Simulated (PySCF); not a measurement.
## ECD: `C[Si@](Cl)(C[SiH3])P[SiH3]`, C2H12ClPSi3

Geometry (Å), atoms numbered from 1 in this order:
```xyz
19

C    -0.116   -0.471    1.584
Si    0.040    0.348   -0.133
Cl    0.180    2.360    0.168
C    -1.478   -0.019   -1.224
Si   -3.167    0.532   -0.543
P     1.862   -0.213   -1.331
Si    3.501   -0.116    0.181
H     0.679   -0.145    2.248
H    -0.064   -1.553    1.507
H    -1.064   -0.214    2.046
H    -1.510   -1.091   -1.423
H    -1.319    0.458   -2.192
H    -3.122    1.937   -0.148
H    -4.170    0.340   -1.593
H    -3.507   -0.302    0.613
H     1.649   -1.573   -1.226
H     4.719   -0.530   -0.515
H     3.599    1.265    0.646
H     3.278   -1.003    1.328
```

Computed, not measured: TDDFT CAM-B3LYP/def2-SVPD circular dichroism and optical rotation, one conformer, gas phase (PySCF 2.14.0). Geometry: GFN2-xTB.

The molecule is flexible and this is one conformer; a measurement averages over conformers.

(1) What are the CIP labels of the stereocentres?

(2) Which excitations and rotatory strengths does the calculation give?

Results:

(1) Si2 S.

(2) Rotatory strengths R in 10⁻⁴⁰ esu² cm², velocity form and length form (origin at the centre of mass); f in length form.
| state | E (eV) | λ (nm) | f | R (velocity) | R (length) | main |
| --- | --- | --- | --- | --- | --- | --- |
| 1 | 6.16 | 201 | 0.008 | -5.8 | -5.3 | HOMO→LUMO 0.42, HOMO→LUMO+1 0.13 |
| 2 | 6.43 | 193 | 0.034 | -32.3 | -30.7 | HOMO→LUMO+1 0.60, HOMO→LUMO+3 0.21 |
| 3 | 6.55 | 189 | 0.061 | +23.4 | +23.0 | HOMO→LUMO+3 0.33, HOMO→LUMO+2 0.26 |
| 4 | 6.80 | 182 | 0.041 | +26.3 | +25.3 | HOMO→LUMO+2 0.28, HOMO→LUMO+4 0.19 |
| 5 | 7.00 | 177 | 0.053 | -22.7 | -22.1 | HOMO→LUMO+5 0.45, HOMO→LUMO+4 0.27 |
| 6 | 7.39 | 168 | 0.120 | +63.0 | +62.0 | HOMO−1→LUMO 0.57, HOMO−1→LUMO+4 0.14 |
| 7 | 7.53 | 165 | 0.165 | -2.9 | -2.0 | HOMO−1→LUMO+1 0.30, HOMO→LUMO 0.13 |
| 8 | 7.60 | 163 | 0.064 | +50.7 | +48.7 | HOMO−1→LUMO+3 0.27, HOMO−1→LUMO+1 0.19 |
| 9 | 7.70 | 161 | 0.110 | +45.1 | +44.7 | HOMO−1→LUMO+3 0.27, HOMO−1→LUMO+1 0.20 |
| 10 | 7.77 | 160 | 0.270 | -98.8 | -97.9 | HOMO→LUMO+8 0.25, HOMO−1→LUMO+2 0.13 |
| 11 | 7.85 | 158 | 0.009 | +1.3 | +1.5 | HOMO−1→LUMO+2 0.24, HOMO→LUMO+8 0.14 |
| 12 | 7.92 | 156 | 0.056 | -121.2 | -121.1 | HOMO−2→LUMO 0.23, HOMO−1→LUMO+4 0.16 |
| 13 | 7.99 | 155 | 0.175 | +99.6 | +98.2 | HOMO−1→LUMO+5 0.24, HOMO−1→LUMO+4 0.13 |
| 14 | 8.09 | 153 | 0.016 | -30.6 | -29.5 | HOMO−2→LUMO 0.19, HOMO−1→LUMO+5 0.15 |
| 15 | 8.17 | 152 | 0.018 | -24.2 | -23.4 | HOMO→LUMO+7 0.24, HOMO−2→LUMO+3 0.15 |
| 16 | 8.34 | 149 | 0.020 | -18.2 | -17.3 | HOMO→LUMO+6 0.32, HOMO→LUMO+9 0.11 |

Among the states computed, the strongest CD band (largest |R|) is state 12. The largest dissymmetry factor in size, g = 4R/(D+G), with D and G the electric and magnetic dipole strengths, is -0.025 for state 12 (velocity form, f = 0.058), among bands with |R| over 0.5. The mirror image has the same energies and oscillator strengths and all R with the opposite sign.
